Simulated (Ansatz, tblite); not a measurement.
Removing and adding an electron: the cluster Si₂O₂ (the lowest singlet isomer of a short search). Total charge 0; singlet. Geometry: PBE0-D4/def2-TZVP. Ansatz, gas phase; energy differences of separate SCF runs; the oxidised species was run as a doublet alone; the reduced species was run as a doublet alone.

| atom | x (Å) | y (Å) | z (Å) |
| --- | --- | --- | --- |
| Si1 | -0.539 | 1.090 | 0.104 |
| Si2 | 0.539 | -1.090 | -0.104 |
| O3 | 1.038 | 0.492 | 0.231 |
| O4 | -1.038 | -0.492 | -0.231 |

The xTB rows come from tblite. Correlated methods freeze 12 core orbitals. In CCSD on the charge -1 doublet the largest single amplitude is 0.36, so its Hartree–Fock determinant may place the open shell otherwise than the density functionals do. The structure comes from a short search, and lower isomers may exist.

(1) Estimate orbital energies and vertical ionisation energies and electron affinities at: GFN1-xTB; GFN2-xTB; PBE-D4/def2-TZVP; PBE-D4/def2-TZVPD; r2SCAN-D4/def2-TZVP; r2SCAN-D4/def2-TZVPD; PBE0-D4/def2-TZVP; PBE0-D4/def2-TZVPD; CCSD/def2-TZVPD; CCSD(T)/def2-TZVPD.

Results:

(1) 
```json
{"level": "GFN1-xTB", "−HOMO (eV)": "9.41", "vertical IE (eV)": "13.11", "−LUMO (eV)": "5.91", "vertical EA (eV)": "3.15", "HOMO–LUMO gap (eV)": "3.50", "IE − EA (eV)": "9.95", "remarks": "–"}
{"level": "GFN2-xTB", "−HOMO (eV)": "9.43", "vertical IE (eV)": "13.44", "−LUMO (eV)": "6.62", "vertical EA (eV)": "2.88", "HOMO–LUMO gap (eV)": "2.81", "IE − EA (eV)": "10.56", "remarks": "–"}
{"level": "PBE-D4/def2-TZVP", "−HOMO (eV)": "5.88", "vertical IE (eV)": "8.89", "−LUMO (eV)": "3.23", "vertical EA (eV)": "–", "HOMO–LUMO gap (eV)": "2.65", "IE − EA (eV)": "–", "remarks": "–"}
{"level": "PBE-D4/def2-TZVPD", "−HOMO (eV)": "5.93", "vertical IE (eV)": "–", "−LUMO (eV)": "3.27", "vertical EA (eV)": "0.77", "HOMO–LUMO gap (eV)": "2.66", "IE − EA (eV)": "–", "remarks": "HOMO above zero (-1 doublet)"}
{"level": "r2SCAN-D4/def2-TZVP", "−HOMO (eV)": "6.09", "vertical IE (eV)": "8.94", "−LUMO (eV)": "3.15", "vertical EA (eV)": "–", "HOMO–LUMO gap (eV)": "2.94", "IE − EA (eV)": "–", "remarks": "–"}
{"level": "r2SCAN-D4/def2-TZVPD", "−HOMO (eV)": "6.12", "vertical IE (eV)": "–", "−LUMO (eV)": "3.18", "vertical EA (eV)": "0.84", "HOMO–LUMO gap (eV)": "2.95", "IE − EA (eV)": "–", "remarks": "HOMO above zero (-1 doublet)"}
{"level": "PBE0-D4/def2-TZVP", "−HOMO (eV)": "6.97", "vertical IE (eV)": "9.10", "−LUMO (eV)": "2.37", "vertical EA (eV)": "–", "HOMO–LUMO gap (eV)": "4.60", "IE − EA (eV)": "–", "remarks": "–"}
{"level": "PBE0-D4/def2-TZVPD", "−HOMO (eV)": "7.00", "vertical IE (eV)": "–", "−LUMO (eV)": "2.40", "vertical EA (eV)": "0.67", "HOMO–LUMO gap (eV)": "4.60", "IE − EA (eV)": "–", "remarks": "HOMO above zero (-1 doublet)"}
{"level": "CCSD/def2-TZVPD", "−HOMO (eV)": "–", "vertical IE (eV)": "–", "−LUMO (eV)": "–", "vertical EA (eV)": "0.21", "HOMO–LUMO gap (eV)": "–", "IE − EA (eV)": "–", "remarks": "large T1 (0.063) (-1 doublet), restricted SCF unstable (singlet)"}
{"level": "CCSD(T)/def2-TZVPD", "−HOMO (eV)": "–", "vertical IE (eV)": "–", "−LUMO (eV)": "–", "vertical EA (eV)": "0.33", "HOMO–LUMO gap (eV)": "–", "IE − EA (eV)": "–", "remarks": "large T1 (0.063) (-1 doublet), restricted SCF unstable (singlet)"}
```

Run but left out: HF/def2-TZVPP, MP2/def2-TZVPP, CCSD/def2-TZVPP, CCSD(T)/def2-TZVPP (flagged by the program: other roots); HF/def2-TZVPD (singlet: restricted singlet, unstable towards broken spin symmetry); MP2/def2-TZVPD (charge -1 doublet: a determinant that CCSD turns far, T1 0.063).   A HOMO above zero means that the electron is unbound at that level or that self-interaction error raises the level; the energy of removing that electron tells which. Raw xTB energy differences between charge states are shifted by several eV; the methods need an empirical correction for them.
